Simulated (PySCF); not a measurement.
**UHF on Si²⁺ (silicon, charge +2)**

Configuration: [Ne] 3s1 4s1, high-spin 3S determinant (an excited configuration). Calculation: PySCF 2.14, in dyall-av3z (19s12p3d2f, 84 functions); the non-relativistic Hamiltonian (point nucleus).

| Property | Result |
| --- | --- |
| Total energy | -287.341722 hartree |
| One-electron energy | -386.6518 hartree |
| Hartree (Coulomb) energy | 118.9577 hartree |
| Exchange energy | -19.6476 hartree |
| Kinetic energy | 287.34520 hartree |
| ⟨S²⟩ | 2.0000 |
| ⟨L²⟩ | 0.000 |
| Sum of ⟨r⟩ | 10.85 bohr |
| Sum of ⟨r²⟩ | 28.84 bohr² |
| Density at the nucleus (Gaussians lack the cusp) | 1760 bohr⁻³ |
| Spin density at the nucleus | 7.84 bohr⁻³ |
| Langevin diamagnetic susceptibility | -22.8 ×10⁻⁶ cm³/mol |

```csv
shell,electrons,mean orbital energy (eV),"rms radius, mean of both spins (bohr)"
1s α,1,-1902.6,0.129
1s β,1,-1902.0,0.129
2s α,1,-196.80,0.613
2s β,1,-195.59,0.613
2p α,3,-144.78,0.597
2p β,3,-144.30,0.597
3s α,1,-38.229,1.99
4s α,1,-14.162,4.69
```

The outer electron is Rydberg-like, and this basis confines it to a smaller radius and binds it less than a complete one would.
